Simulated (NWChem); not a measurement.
Basis-set convergence for OPb

```xyz
2

Pb     0.0000     0.0000     0.1728
O      0.0000     0.0000    -1.7711
```
Charge 0, spin multiplicity 1.

Program: NWChem. The geometry was optimised at B3LYP/def2-SVP with def2 effective core potentials on Pb, a minimum by its harmonic frequencies.

Quantity: LUMO energy at the level PBE0.

Effective core potentials replace the inner electrons of Pb; spin-orbit coupling is left out. The structure started from a generated list of species.

**Question.** In def2-QZVP the value is -2.32 eV. Among def2-SVP, def2-SVPD, def2-TZVP, def2-TZVPP, def2-TZVPD, which is the smallest basis within 0.2 eV of it?

**Answer.** def2-SVPD, with 55 functions against 139 (also within reach: def2-TZVP, def2-TZVPP, def2-TZVPD). def2-QZVP isn't the basis-set limit itself, and a small set can land close by cancellation.

```json
[
 {"basis": "def2-SVP", "functions": "40", "LUMO energy (eV)": "-2.08"},
 {"basis": "def2-SVPD", "functions": "55", "LUMO energy (eV)": "-2.35"},
 {"basis": "def2-TZVP", "functions": "81", "LUMO energy (eV)": "-2.25"},
 {"basis": "def2-TZVPP", "functions": "81", "LUMO energy (eV)": "-2.25"},
 {"basis": "def2-TZVPD", "functions": "96", "LUMO energy (eV)": "-2.34"},
 {"basis": "def2-QZVP", "functions": "139", "LUMO energy (eV)": "-2.32"}
]
```
